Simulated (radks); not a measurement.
Ho LIX, configuration [He] 2s2 2p5.

All-electron calculation, scalar-relativistic Kohn-Sham, r2SCAN, spin-polarised, spherical densities, finite nucleus; open shells are filled with parallel spins first (spin-orbit coupling, left out, can overturn this in heavy ions); meta-GGA in the generalised Kohn-Sham scheme; Fermi nuclear charge, rms radius 5.2022 fm. Program: a radial shooting solver on a logarithmic mesh with Libxc functionals.

Energy parts (Ry):
| part | energy |
|---|---|
| total | -16833.6870 |
| kinetic | 18676.8005 |
| electron-nucleus | -36481.5869 |
| Hartree | 1190.8966 |
| exchange-correlation | -219.7973 |

Orbitals (lengths in bohr, moments of r in powers of bohr; <r^-3> diverges for s and p1/2; r(max) is where P^2 peaks; r(90%) holds 90 % of the orbital's charge):
| orbital | occ. | eigenvalue (Ry) | <r> | r(90%) | r(max) | <r^-3> |
|---|---|---|---|---|---|---|
| 1s up | 1 | -4456.740 | 0.02071 | 0.0375 | 0.01311 | - |
| 1s down | 1 | -4455.294 | 0.02071 | 0.0375 | 0.01311 | - |
| 2s up | 1 | -1026.686 | 0.08608 | 0.133 | 0.07367 | - |
| 2s down | 1 | -1024.791 | 0.08615 | 0.133 | 0.07371 | - |
| 2p up | 3 | -953.2903 | 0.07588 | 0.123 | 0.05959 | 14290 |
| 2p down | 2 | -950.8550 | 0.07597 | 0.123 | 0.05965 | 14260 |

The highest occupied level is 2p down at -12937.0 eV. The spin density at the nucleus is -52.7 e/bohr^3 (1s -188.5, 2s 135.8).
